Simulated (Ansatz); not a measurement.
Calculation: B3LYP-D3(BJ)/def2-SVP in Ansatz (a program for electronic structure). No frequencies were computed at this level.

Ansatz 0.2 input:
```yaml
crystal:
  periodic: [false, false, false]
  atoms:
    - { symbol: B, position_ang: [0.021702, -0.009349, -0.165745] }
    - { symbol: C, position_ang: [0.803439, 0.973036, -1.18733] }
    - { symbol: H, position_ang: [0.838506, 0.518046, -2.174282] }
    - { symbol: H, position_ang: [1.837791, 1.165074, -0.903447] }
    - { symbol: H, position_ang: [0.312683, 1.940352, -1.314198] }
    - { symbol: C, position_ang: [0.851442, -1.298915, 0.332268] }
    - { symbol: H, position_ang: [0.404713, -1.758852, 1.21187] }
    - { symbol: H, position_ang: [1.892603, -1.080822, 0.566402] }
    - { symbol: H, position_ang: [0.863, -2.05904, -0.445201] }
    - { symbol: C, position_ang: [-1.516122, -0.299728, -0.570984] }
    - { symbol: H, position_ang: [-2.068177, -0.783649, 0.232763] }
    - { symbol: H, position_ang: [-1.567561, -0.963678, -1.430043] }
    - { symbol: H, position_ang: [-2.063678, 0.603209, -0.844207] }
    - { symbol: C, position_ang: [0.90183, 1.467046, 1.932468] }
    - { symbol: O, position_ang: [-0.23558, 0.936427, 1.276286] }
    - { symbol: H, position_ang: [1.494517, 2.101911, 1.271954] }
    - { symbol: H, position_ang: [1.505571, 0.620171, 2.249067] }
    - { symbol: H, position_ang: [0.587403, 2.037613, 2.808999] }
    - { symbol: H, position_ang: [-0.780927, 1.64957, 0.92242] }
basis:
  gaussian: { orbitals: def2-svp }
hamiltonian:
  xc: b3lyp
  dispersion: d3bj
relax:
  max_steps: 150
```

Output:

```
Functional definition: B3LYP
1682 factors; integrals over basis functions are off by at most 2.9e-4 eV
mean field evaluation 1: about -7063.0332 eV, gradient 8.1e1 eV
mean field evaluation 2: about -7055.2516 eV, gradient 9.4e1 eV
mean field evaluation 4: about -7078.8336 eV, gradient 4.5e0 eV
mean field evaluation 8: about -7078.9133 eV, gradient 6.6e-2 eV
mean field -7078.91331473 eV, -260.1452660565 hartree, gradient 5.6e-5 eV, S^2 0.000000; 0 other end points of the search recorded, 0 dependent functions left out
reference -7078.91357742 eV, -260.1452757101 hartree; 25, 25 occupied and 124, 124 virtual orbitals, 1682 factors
relax step   1: F+E_penalty+E_count = -7079.58807354 eV  Δ(F+E_penalty+E_count) = +0.000e0 eV  max|allowed force component| = 6.645e-1 eV/Å  Δτ_max = 0.0000 Å  (25 SCF iters, accepted)
these checks for a lower state are left out or cut short: starts, cluster_reference, orbital_swaps, neighbouring_geometries, increment
1682 factors; integrals over basis functions are off by at most 3.0e-4 eV
mean field evaluation 16: about -7078.8963 eV, gradient 3.9e0 eV
mean field -7078.98514713 eV, -260.1479058485 hartree, gradient 1.2e-5 eV, S^2 0.000000; 0 other end points of the search recorded, 0 dependent functions left out
reference -7078.98541070 eV, -260.1479155347 hartree; 25, 25 occupied and 124, 124 virtual orbitals, 1682 factors
relax step   2: F+E_penalty+E_count = -7079.65668984 eV  Δ(F+E_penalty+E_count) = -6.862e-2 eV  max|allowed force component| = 2.355e-1 eV/Å  Δτ_max = 0.0530 Å  (28 SCF iters, accepted)
these checks for a lower state are left out or cut short: starts, cluster_reference, orbital_swaps, neighbouring_geometries, increment
1682 factors; integrals over basis functions are off by at most 3.1e-4 eV
mean field -7079.00453216 eV, -260.1486182351 hartree, gradient 1.3e-5 eV, S^2 0.000000; 0 other end points of the search recorded, 0 dependent functions left out
reference -7079.00479682 eV, -260.1486279613 hartree; 25, 25 occupied and 124, 124 virtual orbitals, 1682 factors
relax step   3: F+E_penalty+E_count = -7079.67119675 eV  Δ(F+E_penalty+E_count) = -1.451e-2 eV  max|allowed force component| = 2.196e-1 eV/Å  Δτ_max = 0.0610 Å  (28 SCF iters, accepted)
these checks for a lower state are left out or cut short: starts, cluster_reference, orbital_swaps, neighbouring_geometries, increment
1682 factors; integrals over basis functions are off by at most 3.1e-4 eV
mean field evaluation 32: about -7079.0082 eV, gradient 1.4e-1 eV
mean field -7079.00823477 eV, -260.1487543036 hartree, gradient 1.3e-5 eV, S^2 0.000000; 0 other end points of the search recorded, 0 dependent functions left out
reference -7079.00849909 eV, -260.1487640171 hartree; 25, 25 occupied and 124, 124 virtual orbitals, 1682 factors
relax step   4: F+E_penalty+E_count = -7079.67525602 eV  Δ(F+E_penalty+E_count) = -4.059e-3 eV  max|allowed force component| = 1.145e-1 eV/Å  Δτ_max = 0.0183 Å  (29 SCF iters, accepted)
these checks for a lower state are left out or cut short: starts, cluster_reference, orbital_swaps, neighbouring_geometries, increment
1682 factors; integrals over basis functions are off by at most 3.1e-4 eV
mean field -7079.01132807 eV, -260.1488679803 hartree, gradient 1.3e-5 eV, S^2 0.000000; 0 other end points of the search recorded, 0 dependent functions left out
reference -7079.01159216 eV, -260.1488776855 hartree; 25, 25 occupied and 124, 124 virtual orbitals, 1682 factors
relax step   5: F+E_penalty+E_count = -7079.67777769 eV  Δ(F+E_penalty+E_count) = -2.522e-3 eV  max|allowed force component| = 5.673e-2 eV/Å  Δτ_max = 0.0297 Å  (29 SCF iters, accepted)
these checks for a lower state are left out or cut short: starts, cluster_reference, orbital_swaps, neighbouring_geometries, increment
1682 factors; integrals over basis functions are off by at most 3.0e-4 eV
mean field -7079.01162654 eV, -260.1488789487 hartree, gradient 1.3e-5 eV, S^2 0.000000; 0 other end points of the search recorded, 0 dependent functions left out
reference -7079.01189074 eV, -260.1488886580 hartree; 25, 25 occupied and 124, 124 virtual orbitals, 1682 factors
relax step   6: F+E_penalty+E_count = -7079.67788239 eV  Δ(F+E_penalty+E_count) = -1.047e-4 eV  max|allowed force component| = 5.123e-2 eV/Å  Δτ_max = 0.0433 Å  (28 SCF iters, accepted)
these checks for a lower state are left out or cut short: starts, cluster_reference, orbital_swaps, neighbouring_geometries, increment
1682 factors; integrals over basis functions are off by at most 3.0e-4 eV
mean field -7079.01205741 eV, -260.1488947832 hartree, gradient 8.1e-6 eV, S^2 0.000000; 0 other end points of the search recorded, 0 dependent functions left out
reference -7079.01232152 eV, -260.1489044891 hartree; 25, 25 occupied and 124, 124 virtual orbitals, 1682 factors
relax step   7: F+E_penalty+E_count = -7079.67828347 eV  Δ(F+E_penalty+E_count) = -4.011e-4 eV  max|allowed force component| = 2.028e-2 eV/Å  Δτ_max = 0.0140 Å  (23 SCF iters, accepted)
these checks for a lower state are left out or cut short: starts, cluster_reference, orbital_swaps, neighbouring_geometries, increment
1682 factors; integrals over basis functions are off by at most 3.0e-4 eV
mean field -7079.01238365 eV, -260.1489067721 hartree, gradient 1.3e-5 eV, S^2 0.000000; 0 other end points of the search recorded, 0 dependent functions left out
reference -7079.01264772 eV, -260.1489164767 hartree; 25, 25 occupied and 124, 124 virtual orbitals, 1682 factors
relax step   8: F+E_penalty+E_count = -7079.67844888 eV  Δ(F+E_penalty+E_count) = -1.654e-4 eV  max|allowed force component| = 7.706e-3 eV/Å  Δτ_max = 0.0232 Å  (29 SCF iters, accepted)
these checks for a lower state are left out or cut short: starts, cluster_reference, orbital_swaps, neighbouring_geometries, increment
1682 factors; integrals over basis functions are off by at most 3.0e-4 eV
mean field evaluation 64: about -7078.9672 eV, gradient 1.3e0 eV
mean field -7079.01259544 eV, -260.1489145554 hartree, gradient 1.3e-5 eV, S^2 0.000000; 0 other end points of the search recorded, 0 dependent functions left out
reference -7079.01285952 eV, -260.1489242602 hartree; 25, 25 occupied and 124, 124 virtual orbitals, 1682 factors
relax step   9: F+E_penalty+E_count = -7079.67858806 eV  Δ(F+E_penalty+E_count) = -1.392e-4 eV  max|allowed force component| = 1.243e-2 eV/Å  Δτ_max = 0.0333 Å  (29 SCF iters, accepted)
these checks for a lower state are left out or cut short: starts, cluster_reference, orbital_swaps, neighbouring_geometries, increment
1682 factors; integrals over basis functions are off by at most 3.0e-4 eV
mean field -7079.01259242 eV, -260.1489144442 hartree, gradient 1.3e-5 eV, S^2 0.000000; 0 other end points of the search recorded, 0 dependent functions left out
reference -7079.01285647 eV, -260.1489241482 hartree; 25, 25 occupied and 124, 124 virtual orbitals, 1682 factors
relax step  10: F+E_penalty+E_count = -7079.67863553 eV  Δ(F+E_penalty+E_count) = -4.747e-5 eV  max|allowed force component| = 2.636e-2 eV/Å  Δτ_max = 0.0347 Å  (28 SCF iters, accepted)
these checks for a lower state are left out or cut short: starts, cluster_reference, orbital_swaps, neighbouring_geometries, increment
1682 factors; integrals over basis functions are off by at most 3.0e-4 eV
mean field -7079.01273992 eV, -260.1489198647 hartree, gradient 7.8e-6 eV, S^2 0.000000; 0 other end points of the search recorded, 0 dependent functions left out
reference -7079.01300404 eV, -260.1489295711 hartree; 25, 25 occupied and 124, 124 virtual orbitals, 1682 factors
relax step  11: F+E_penalty+E_count = -7079.67867668 eV  Δ(F+E_penalty+E_count) = -4.115e-5 eV  max|allowed force component| = 1.828e-2 eV/Å  Δτ_max = 0.0049 Å  (22 SCF iters, accepted)
these checks for a lower state are left out or cut short: starts, cluster_reference, orbital_swaps, neighbouring_geometries, increment
1682 factors; integrals over basis functions are off by at most 3.0e-4 eV
mean field -7079.01267578 eV, -260.1489175078 hartree, gradient 7.5e-5 eV, S^2 0.000000; 0 other end points of the search recorded, 0 dependent functions left out
reference -7079.01293989 eV, -260.1489272135 hartree; 25, 25 occupied and 124, 124 virtual orbitals, 1682 factors
relax step  12: F+E_penalty+E_count = -7079.67870224 eV  Δ(F+E_penalty+E_count) = -2.555e-5 eV  max|allowed force component| = 5.937e-3 eV/Å  Δτ_max = 0.0037 Å  (19 SCF iters, accepted)
1682 factors; integrals over basis functions are off by at most 3.0e-4 eV
mean field evaluation 96: about -7079.0126 eV, gradient 2.2e-1 eV
mean field -7079.01267578 eV, -260.1489175078 hartree, gradient 7.5e-5 eV, S^2 0.000000; 1 other end points of the search recorded, 0 dependent functions left out
reference -7079.01293989 eV, -260.1489272135 hartree; 25, 25 occupied and 124, 124 virtual orbitals, 1682 factors
Total energy: -7079.67896634 eV, -260.1734032343 hartree
Atom 0 at     0.022455    -0.062203    -0.215141 Å, force    -0.000471     0.000808     0.000855 eV/Å
Atom 1 at     0.828314     0.930109    -1.190885 Å, force     0.000377    -0.000319    -0.000104 eV/Å
Atom 2 at     0.912560     0.447028    -2.181331 Å, force    -0.000062     0.000209     0.000162 eV/Å
Atom 3 at     1.862394     1.144412    -0.867807 Å, force    -0.000779    -0.000194     0.000350 eV/Å
Atom 4 at     0.319200     1.896117    -1.367133 Å, force     0.000221    -0.000105    -0.000174 eV/Å
Atom 5 at     0.817891    -1.343091     0.326853 Å, force     0.000047    -0.000271    -0.000338 eV/Å
Atom 6 at     0.284141    -1.874911     1.133132 Å, force    -0.000418     0.000097     0.000034 eV/Å
Atom 7 at     1.842555    -1.125431     0.677823 Å, force     0.000279    -0.000144     0.000066 eV/Å
Atom 8 at     0.930249    -2.061479    -0.505648 Å, force     0.000032     0.000454     0.000266 eV/Å
Atom 9 at    -1.527463    -0.286216    -0.574497 Å, force     0.000352     0.000040     0.000212 eV/Å
Atom 10 at    -2.080175    -0.844839     0.200504 Å, force     0.000646     0.000125     0.000439 eV/Å
Atom 11 at    -1.594509    -0.881455    -1.502784 Å, force     0.000353     0.000182    -0.000026 eV/Å
Atom 12 at    -2.080540     0.650873    -0.780471 Å, force    -0.000178     0.000086    -0.000279 eV/Å
Atom 13 at     0.930686     1.555951     1.931671 Å, force    -0.002080     0.000649    -0.001130 eV/Å
Atom 14 at    -0.194509     0.933275     1.310572 Å, force     0.005937    -0.005064     0.001965 eV/Å
Atom 15 at     1.398405     2.300446     1.269359 Å, force     0.000373    -0.001568     0.000480 eV/Å
Atom 16 at     1.653993     0.759626     2.142182 Å, force     0.000084     0.000980    -0.001154 eV/Å
Atom 17 at     0.623239     2.026782     2.878014 Å, force    -0.000139    -0.000976    -0.000285 eV/Å
Atom 18 at    -0.865731     1.593430     1.084648 Å, force    -0.004573     0.005011    -0.001338 eV/Å
Dipole moment:     0.038378     0.598571     0.494023 e Å
```

Cost: about 3 core-minutes (a rough figure).
